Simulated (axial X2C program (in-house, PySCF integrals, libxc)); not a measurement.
# Correcting the dissociation energy of NaY⁺ for spin–orbit coupling

A spin-free PBE0 curve (one-electron X2C) was computed with an in-house all-electron X2C program for linear molecules (integrals from PySCF), basis Y dyall-cv3z [11s12p9d6f3g], Na dyall-cv3z [9s8p5d2f] (cores contracted in-house), for the state M_S = 1/2, Λ = 0 (beyond evenly filled blocks: σα). It gives D0 = 1.078 eV to Y + Na+, which in a spin-free picture are the weighted means of the ground terms.

Measured levels of the ground terms (NIST Handbook of Basic Atomic Spectroscopic Data), in cm⁻¹: Y 2D: J = 3/2 at 0, J = 5/2 at 530.4; Na+ 1S: J = 0 at 0.

The molecular state has Λ = 0, so it has no first-order lowering.

How far does each ground level lie under the (2J+1)-weighted mean of its term?

Y: (4 × 0 + 6 × 530.4)/10 = 318 cm⁻¹; Na+: a single level, 0.

Correct D0.

D0 = 1.078 + (0 − 318)/8065.5 = 1.039 eV at PBE0 with these spin–orbit terms.

Second-order spin–orbit effects in the molecule, which grow quickly with Z, are left out. The state is a single determinant with fixed occupations, the lowest that a limited PBE0 search found. De is counted from the lowest determinant-based energies of the atoms at the same level, without counterpoise correction. PBE0 can misorder states that lie within some tenths of an eV, so this need not be the ground state of the molecule. The nearest other spin-free determinant of the search, M_S = 1/2, Λ = 1, lies 0.15 eV up at the distance of the search.
